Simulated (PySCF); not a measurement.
All values below come from PBE-D3(BJ)/def2-TZVP // r2SCAN-D4/def2-TZVP (PySCF). All species are isolated molecules in the gas phase. Delta-SCF ions had no search for a lower state. Excitations are Tamm–Dancoff values on a coarser integration grid. The basis has no diffuse functions, so Rydberg states are missing or too high.

Reference species (SMILES): `B1C[SiH2]1` (neutral, multiplicity 1).

The vertical ionisation energy (Delta-SCF) is 9.05 eV and the T1 excitation (TDA) comes out as 2.94 eV. The HOMO–LUMO gap is 3.53 eV and the HOMO is -5.94 eV.

Changed species: `[H]/B=[SiH]/C`.

Task: Predict the effect on the vertical ionisation energy (Delta-SCF), T1 excitation (TDA), HOMO–LUMO gap and HOMO.

Result: the vertical ionisation energy (Delta-SCF) falls by 1.52 eV, to 7.53 eV; the T1 excitation (TDA) falls by 2.45 eV, to 0.49 eV; the HOMO–LUMO gap falls by 2.53 eV, to 1.00 eV; the HOMO rises by 1.34 eV, to -4.60 eV.
